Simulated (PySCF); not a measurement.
**Calculated NMR data**

Theory: GFN2-xTB geometry, σ from GIAO-PBE0/pcSseg-1, in PySCF 2.14 (in vacuum, one conformer, non-relativistic, averaged over atoms made equivalent by symmetry, fast rotation or ring inversion).

Scale: $^{1}$H (31.72 ppm), $^{13}$C (186.93 ppm) against TMS (reference shieldings calculated alike). Splittings of carbon signals by F and P are missing where no couplings were computed. Where no couplings were computed, multiplicities follow the n + 1 count of equivalent neighbours, and m marks all less simple cases (inequivalent or close neighbours, rings, F or P nearby). Shifts are as computed. Against solution values, carbons near 30 ppm lie about +3 ppm off and those near 130 ppm about +5 ppm. Of 1211 compounds with measured shifts, 218 miss one by over three times the rms of a fit or turn the order of signals round; such compounds aren't used in these exercises. OH and NH positions are gas-phase values without hydrogen bonding to other molecules.

Compound 1 (C₅H₅F₃O). $^{1}$H NMR (600 MHz, computed): δ 6.52 (m, 1H), 6.26 (m, 1H), 5.95 (m, 1H), 5.84 (m, 1H), 5.35 (m, 1H). $^{13}$C{$^{1}$H} NMR (computed): δ 149.6 (C), 121.4 (CH2), 120.5 (CH), 118.3 (CH), 87.7 (CH). Structure: SMILES [C@@H]1(C(F)F)C(=C)[C@@H](F)O1.

Compound 2 (C₆H₁₁N₂P). $^{1}$H NMR (600 MHz, computed): δ 8.80 (m, 1H), 2.94 (s, 6H), 2.09 (m, 2H), 2.08 (m, 2H). $^{13}$C{$^{1}$H} NMR (computed): δ 199.7 (CH), 124.3 (C), 43.5 (CH3), 29.0 (CH2), 22.1 (CH2). Structure: SMILES CN(C)/C=P/CCC#N.

Compound 3 (C₄H₁₀O₂Si). $^{1}$H NMR (600 MHz, computed): δ 4.50 (s, 1H), 1.64 (br s, 2H), 1.12 (s, 3H), 0.22 (m, 2H), 0.08 (m, 2H). $^{13}$C{$^{1}$H} NMR (computed): δ 21.6, 8.5, 5.1. Structure: `CC1([SiH](O)O)CC1`.
